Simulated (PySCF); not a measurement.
A structure optimised at B3LYP-D3(BJ)/def2-SVP, used in a PySCF frequency run:

```
C
C 1 1.3493
H 2 1.0860 1 136.87
O 1 1.3869 2 98.10 3 179.35
C 1 1.4802 2 140.69 3 0.69
H 5 1.0988 1 110.39 2 -1.83
H 5 1.1026 6 108.89 1 121.69
H 5 1.1029 6 108.86 7 116.79
C 4 1.4820 1 87.18 2 -1.25
H 9 1.1037 4 109.81 1 118.57
Si 9 1.9006 10 113.63 4 -121.76
H 11 1.4882 9 108.48 10 175.06
H 11 1.4915 12 110.18 9 121.03
H 11 1.4935 12 109.78 13 119.69
```

Q: Write its SMILES and formula.

A: CC1=C[C@H]([SiH3])O1, C4H8OSi

Q: What are its rotational constants (standard atomic weights)?

A: 7.4766, 1.6462, 1.5761 GHz
